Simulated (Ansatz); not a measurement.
Basis-set series for C$_{3}$H$_{5}$ClOSi (`C#C[SiH](Cl)OC`). The species carries charge 0 and has multiplicity 1. The geometry is a stationary point of PBE0-D4/def2-TZVP. It is one conformer, not always the lowest.

```
functional       basis  functions  energy (Eh)  HOMO (eV)  LUMO (eV)
   PBE0-D4  def2-TZVPP        278   -941.88301      -8.49      -0.52
   PBE0-D4  def2-QZVPP        518   -941.91740      -8.51      -0.59
   ωB97M-V  def2-TZVPP        278   -942.26493     -10.77       1.50
   ωB97M-V  def2-QZVPP        518   -942.29715     -10.79       1.36
```

Task: Give the rows for def2-SVP. (An estimate is asked.)

Result: Computed: 
```
functional     basis  functions  energy (Eh)  HOMO (eV)  LUMO (eV)
   PBE0-D4  def2-SVP        117   -941.39293      -8.40      -0.28
   ωB97M-V  def2-SVP        117   -941.76822     -10.66       1.87
```

Positive LUMOs are unbound and depend on the basis.
